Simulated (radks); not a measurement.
Results of a calculation; reference values are marked as such.
Task: Species: the osmium ion Os6+. Configuration: [Xe] 4f14 5d2 (the NIST ground configuration). Code: a radial shooting solver on a logarithmic mesh with Libxc functionals. Model: Dirac Kohn-Sham, PBE, spin-unpolarised, spherical densities, finite nucleus; open shells are shared between the two j in proportion to 2j + 1; Fermi nuclear charge, rms radius 5.4126 fm.

Spin-orbit splittings of the eigenvalues, e(l+1/2) - e(l-1/2), with zeta = 2 splitting/(2l+1) and mean radii in bohr:

shell  occ.  splitting (eV)  zeta (eV)  <r> j=l-1/2  <r> j=l+1/2
2p        6            1531       1021      0.06130      0.06949
3p        6           333.9      222.6       0.1835       0.1986
3d       10           72.35      28.94       0.1734       0.1781
4p        6               ?          ?       0.4357       0.4692
4d       10           14.54      5.815       0.4823       0.4935
4f       14           2.826     0.8074       0.5483       0.5560
5p        6           13.24      8.825        1.067        1.149
5d        2           1.685     0.6739        1.411        1.440

Estimate the 4p splitting.

Result: 78.44 eV (zeta = 52.30 eV).
